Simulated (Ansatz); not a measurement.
How methods differ on InCl (SMILES [Cl][In])

InCl: 2 atoms, total charge 0, spin state singlet. SMILES: `[Cl][In]`. Geometry: a GFN2-xTB relaxation, a rough one for these elements and not checked as a minimum.

```jsonl
{"atom": "Cl", "x (Å)": "0.0000", "y (Å)": "0.0000", "z (Å)": "0.0000"}
{"atom": "In", "x (Å)": "0.0000", "y (Å)": "0.0000", "z (Å)": "2.3857"}
```

Quantity: the energy change with the Cl1–In2 bond stretched from 2.386 to 3.579 Å, in eV. The values are calculated.

```tsv
level	kind	program	value (eV)	less FCI/STO-3G	CPU time (all runs)
HF/STO-3G (restricted)	Hartree–Fock	Ansatz	3.48	+0.07	0.82 s
revPBE/STO-3G (restricted)	GGA	Ansatz	3.08	-0.33	2.7 s
r2SCAN/STO-3G (restricted)	meta-GGA	Ansatz	3.31	-0.10	7 s
PBE0/STO-3G (restricted)	global hybrid	Ansatz	3.37	-0.04	2.9 s
wB97X/STO-3G (restricted)	range-separated hybrid	Ansatz	3.58	+0.17	10 s
B2PLYP/STO-3G (restricted)	double hybrid	Ansatz	3.35	-0.06	4 s
MP2/STO-3G (restricted)	perturbation theory	Ansatz	3.45	+0.04	0.94 s
BCCD(T)/STO-3G (restricted)	coupled cluster or CI	Ansatz	3.41	0.00	1.2 s
FCI/STO-3G	exact in the basis	Ansatz	3.41	0.00	1.8 s
```

FCI/STO-3G is exact within its basis and frozen core, so for wave-function methods in that basis the difference is their error; functionals converge differently with the basis, so for them it is only a difference. All-electron rows without a relativistic Hamiltonian named are non-relativistic. The first shape isn't each level's own minimum. The values span 3.08 to 3.58 eV. All rows use very small basis sets, so none should be taken for the real molecule's value. In the correlated wave-function rows the outer d shell of In is correlated, in sets not made for it. Times are those of the runs behind each value, whatever else they computed, on shared processors of several kinds: orders of magnitude only.
